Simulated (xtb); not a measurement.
HAs (SMILES [AsH]), triplet, from a rough starting geometry; xtb with GFN2-xTB.

Input for xtb:
```
$ xtb mol.xyz --gfn 2 --uhf 2 --opt vtight --json

# file mol.xyz
2

As     0.02011883    -0.03903167    -0.73637145
H     -0.03224648     0.05708770     0.77272294
```

### Question
Predict the main parts of the log of this xtb run.

### Answer

```
   ID    Z sym.   atoms
    1   33 As     1
    2    1 H      2

           -------------------------------------------------
          |                Calculation Setup                |
           -------------------------------------------------

           -------------------------------------------------
          |                 G F N 2 - x T B                 |
           -------------------------------------------------

          ...................................................
          :                      SETUP                      :
          :.................................................:
          :  # basis functions                  11          :
          :  # atomic orbitals                  10          :
          :  # shells                            4          :
          :  # electrons                         6          :
          :  max. iterations                   250          :
          :  Hamiltonian                  GFN2-xTB          :
          :  restarted?                      false          :
          :  GBSA solvation                  false          :
          :  PC potential                    false          :
          :  electronic temp.          300.0000000     K    :
          :  accuracy                    1.0000000          :
          :  -> integral cutoff          0.2500000E+02      :
          :  -> integral neglect         0.1000000E-07      :
          :  -> SCF convergence          0.1000000E-05 Eh   :
          :  -> wf. convergence          0.1000000E-03 e    :
          :  Broyden damping             0.4000000          :
          :  net charge                          0          :
          :  unpaired electrons                  2          :
          ...................................................

 iter      E             dE          RMSdq      gap      omega  full diag
   1     -2.7860509 -0.278605E+01  0.807E+00    5.04       0.0  T
   2     -2.7864476 -0.396665E-03  0.484E+00    5.12       1.0  T
   3     -2.7865894 -0.141830E-03  0.716E-01    5.42       1.0  T
   4     -2.7865223  0.671436E-04  0.962E-01    5.43       1.0  T
   5     -2.7866836 -0.161281E-03  0.504E-01    5.32       1.0  T
   6     -2.7867098 -0.262648E-04  0.928E-02    5.35       1.0  T
   7     -2.7867110 -0.119602E-05  0.340E-02    5.36       2.1  T
   8     -2.7867111 -0.103399E-06  0.639E-03    5.35      11.1  T
   9     -2.7867111 -0.385557E-08  0.818E-05    5.35     864.6  T
  10     -2.7867111 -0.387690E-12  0.246E-05    5.35    2877.7  T

   *** convergence criteria satisfied after 10 iterations ***

 transition dipole moment (au) for excitation:           3           4
     X       Y       Z
   0.0000   0.0000  -0.0000  total (au/Debye):    0.000   0.000
 dE (eV)             :    0.000
 oscillator strength :  0.00000E+00

         :::::::::::::::::::::::::::::::::::::::::::::::::::::
         ::                     SUMMARY                     ::
         :::::::::::::::::::::::::::::::::::::::::::::::::::::
         :: total energy              -2.781836143448 Eh    ::
         :: gradient norm              0.000507082975 Eh/a0 ::
         :: HOMO-LUMO gap              5.353332500126 eV    ::
         ::.................................................::
         :: SCC energy                -2.786711124654 Eh    ::
         :: -> isotropic ES           -0.002308703172 Eh    ::
         :: -> anisotropic ES         -0.000123953934 Eh    ::
         :: -> anisotropic XC          0.000428022142 Eh    ::
         :: -> dispersion             -0.000305506519 Eh    ::
         :: repulsion energy           0.004874981206 Eh    ::
         :: add. restraining           0.000000000000 Eh    ::
         :: total charge               0.000000000000 e     ::
         :::::::::::::::::::::::::::::::::::::::::::::::::::::

      -----------------------------------------------------------
     |                   =====================                   |
     |                        A N C O P T                        |
     |                   =====================                   |
     |               Approximate Normal Coordinate               |
     |                Rational Function Optimizer                |
      -----------------------------------------------------------
      -----------------------------------------------------------
     |                   =====================                   |
     |                        A N C O P T                        |
     |                   =====================                   |
     |               Approximate Normal Coordinate               |
     |                Rational Function Optimizer                |
      -----------------------------------------------------------

          ...................................................
          :                      SETUP                      :
          :.................................................:
          :   optimization level         verytight          :
          :   max. optcycles                   200          :
          :   ANC micro-cycles                  20          :
          :   degrees of freedom                 1          :
          :.................................................:
          :   RF solver                   davidson          :
          :   write xtbopt.log                true          :
          :   linear (good luck)              true          :
          :   energy convergence         0.1000000E-06 Eh   :
          :   grad. convergence          0.2000000E-03 Eh/α :
          :   maxmium RF displ.          1.0000000          :
          :   Hlow (freq-cutoff)         0.1000000E-01      :
          :   Hmax (freq-cutoff)         5.0000000          :
          :   S6 in model hess.         20.0000000          :
          ...................................................

generating ANC from exact Hessian ...
Using Lindh-Hessian (1995)
[...]
 * total energy  :    -2.7818361 Eh     change       -0.5551115E-13 Eh
 * total energy  :    -2.7818366 Eh     change       -0.4833867E-06 Eh
 * total energy  :    -2.7818366 Eh     change       -0.4799716E-11 Eh
   *** GEOMETRY OPTIMIZATION CONVERGED AFTER 3 ITERATIONS ***
[...]

          ...................................................
          :                      SETUP                      :
          :.................................................:
          :  # basis functions                  11          :
          :  # atomic orbitals                  10          :
          :  # shells                            4          :
          :  # electrons                         6          :
          :  max. iterations                   250          :
          :  Hamiltonian                  GFN2-xTB          :
          :  restarted?                      false          :
          :  GBSA solvation                  false          :
          :  PC potential                    false          :
          :  electronic temp.          300.0000000     K    :
          :  accuracy                    1.0000000          :
          :  -> integral cutoff          0.2500000E+02      :
          :  -> integral neglect         0.1000000E-07      :
          :  -> SCF convergence          0.1000000E-05 Eh   :
          :  -> wf. convergence          0.1000000E-03 e    :
          :  Broyden damping             0.4000000          :
          :  net charge                          0          :
          :  unpaired electrons                  2          :
          ...................................................

 iter      E             dE          RMSdq      gap      omega  full diag
   1     -2.7866518 -0.278665E+01  0.136E-06    5.34       0.0  T
   2     -2.7866518  0.177636E-14  0.910E-07    5.34   77710.7  T
   3     -2.7866518  0.444089E-15  0.751E-08    5.34  100000.0  T

   *** convergence criteria satisfied after 3 iterations ***

 transition dipole moment (au) for excitation:           3           4
     X       Y       Z
  -0.0000  -0.0000   0.0000  total (au/Debye):    0.000   0.000
 dE (eV)             :    0.000
 oscillator strength :  0.66069E-41

         :::::::::::::::::::::::::::::::::::::::::::::::::::::
         ::                     SUMMARY                     ::
         :::::::::::::::::::::::::::::::::::::::::::::::::::::
         :: total energy              -2.781836626840 Eh    ::
         :: gradient norm              0.000000023080 Eh/a0 ::
         :: HOMO-LUMO gap              5.343344457311 eV    ::
         ::.................................................::
         :: SCC energy                -2.786651837039 Eh    ::
         :: -> isotropic ES           -0.002315600021 Eh    ::
         :: -> anisotropic ES         -0.000122382960 Eh    ::
         :: -> anisotropic XC          0.000432449294 Eh    ::
         :: -> dispersion             -0.000305779591 Eh    ::
         :: repulsion energy           0.004815210199 Eh    ::
         :: add. restraining           0.000000000000 Eh    ::
         :: total charge               0.000000000000 e     ::
         :::::::::::::::::::::::::::::::::::::::::::::::::::::

           -------------------------------------------------
          |                Property Printout                |
           -------------------------------------------------

    * Orbital Energies and Occupations

         #    Occupation            Energy/Eh            Energy/eV
      -------------------------------------------------------------
         1        2.0000           -0.5853413             -15.9279
         2        2.0000           -0.4164762             -11.3329
         3        1.0000           -0.3090036              -8.4084
         4        1.0000           -0.3090036              -8.4084 (HOMO)
         5                         -0.1126393              -3.0651 (LUMO)
         6                          0.0271226               0.7380
         7                          0.0271226               0.7380
         8                          0.0315343               0.8581
         9                          0.0315343               0.8581
        10                          0.5946411              16.1810
      -------------------------------------------------------------
                  HL-Gap            0.1963643 Eh            5.3433 eV
             Fermi-level           -0.2867807 Eh           -7.8037 eV

     #   Z          covCN         q      C6AA      α(0)
     1  33 As       0.970     0.050   246.813    29.812
     2   1 H        0.970    -0.050     4.082     3.157

 Mol. C6AA /au·bohr⁶  :        313.464274
 Mol. C8AA /au·bohr⁸  :      20968.733937
 Mol. α(0) /au        :         32.969156

Wiberg/Mayer (AO) data.
largest (>0.10) Wiberg bond orders for each atom

 ---------------------------------------------------------------------------
     #   Z sym  total        # sym  WBO       # sym  WBO       # sym  WBO
 ---------------------------------------------------------------------------
     1  33 As   0.997 --     2 H    0.997
     2   1 H    0.997 --     1 As   0.997
 ---------------------------------------------------------------------------

Topologies differ in total number of bonds
Writing topology from bond orders to xtbtopo.mol

molecular dipole:
                 x           y           z       tot (Debye)
 q only:        0.005      -0.009      -0.143
   full:       -0.004       0.008       0.124       0.316
molecular quadrupole (traceless):
                xx          xy          yy          xz          yz          zz
 q only:        0.005       0.000       0.005       0.003      -0.004      -0.010
  q+dip:        0.139       0.001       0.138       0.013      -0.024      -0.277
   full:        0.394       0.002       0.391       0.039      -0.072      -0.784

optimized geometry written to: xtbopt.xyz

           -------------------------------------------------
          | TOTAL ENERGY               -2.781836626840 Eh   |
          | GRADIENT NORM               0.000000023080 Eh/α |
          | HOMO-LUMO GAP               5.343344457311 eV   |
           -------------------------------------------------

normal termination of xtb
```
